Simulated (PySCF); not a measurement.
Compound: C₄H₁₂SSi₂.
Numbering: `[CH3:1][C:2](=[S:3])[C@@H:4]([SiH3:5])[CH2:6][SiH3:7]` (hydrogens: H8, H9, H10 on C1; H11 on C4; H12, H13, H14 on Si5; H15, H16 on C6; H17, H18, H19 on Si7)

Structure used (PBE0-D3(BJ)/def2-SVP), in Å, numbered top down from 1:
```
atom  x, y, z in Å
C1    -2.4068    1.3593   -0.0411
C2    -1.2800    0.7468   -0.8159
S3    -1.3848    0.4784   -2.4237
C4    -0.0690    0.3854   -0.0117
Si5   -0.3497   -1.4257    0.5672
C6     1.2650    0.5316   -0.7486
Si7    2.8381    0.1252    0.2157
H8    -3.3274    1.3976   -0.6351
H9    -2.1229    2.3880    0.2429
H10   -2.5883    0.8120    0.8985
H11   -0.0686    0.9828    0.9191
H12   -0.0303   -2.3417   -0.5646
H13   -1.7688   -1.6106    0.9926
H14    0.5415   -1.7167    1.7309
H15    1.3623    1.5733   -1.1046
H16    1.2437   -0.0806   -1.6661
H17    2.9928   -1.3478    0.4212
H18    2.8196    0.7846    1.5597
H19    4.0189    0.6247   -0.5513
```

Computed with TDDFT PBE0/def2-SVPD, vertical, gas phase, core orbitals frozen in the response (PySCF).

Transition dipole moments from the ground state, in atomic units and in the frame of the coordinates above (overall signs are arbitrary), for the states with f of 0.002 or more among the lowest 9:

```csv
state,E (hartree),μx,μy,μz
S2,0.1919,0.382,-0.250,1.155
S3,0.2030,-0.546,0.280,-0.230
S4,0.2058,0.154,0.072,0.421
S5,0.2271,-0.006,0.102,-0.171
S7,0.2300,-0.035,-0.172,-0.169
S8,0.2366,-0.206,-0.024,-0.005
S9,0.2402,-0.306,0.145,0.046
```

(1) Work out the oscillator strengths.

(2) Which bond between heavy atoms lies closest to the direction of the S2 transition dipole?

(3) What angle do the transition dipoles of S2 and S3 make?

(4) How is the summed strength of these states shared among x, y and z?

(5) What peak molar absorption coefficient would the strongest computed level give as a lone Gaussian band 0.3 eV wide at half height?

## Answers

(1) f = (2/3) ΔE |μ|² with ΔE in hartree (27.2114 eV).

```
state  |μ|² (au)  |μ| (D)      f
   S2      1.542     3.16  0.197
   S3      0.429     1.66  0.058
   S4      0.206     1.15  0.028
   S5      0.040     0.51  0.006
   S7      0.059     0.62  0.009
   S8      0.043     0.53  0.007
   S9      0.117     0.87  0.019
```

(2) C2–S3, at 26° from it; next C2–C4 at 37°.

(3) |cos θ| = |μa·μb| / (|μa| |μb|) = 0.67, so θ ≈ 48° (taken between 0 and 90°, since the signs are arbitrary).

(4) (2/3) Σ ΔE μα² gives 0.084 for x, 0.029 for y and 0.211 for z, 0.324 in all.

(5) ε(max) = 2.175×10⁸ f / FWHM, with the width in cm⁻¹. S2: 2.175×10⁸ × 0.1973 / 2420 ≈ 18000 L mol⁻¹ cm⁻¹.

All these states lie below the vertical ionisation energy of 8.27 eV (ΔSCF).

One conformer stands for the species.
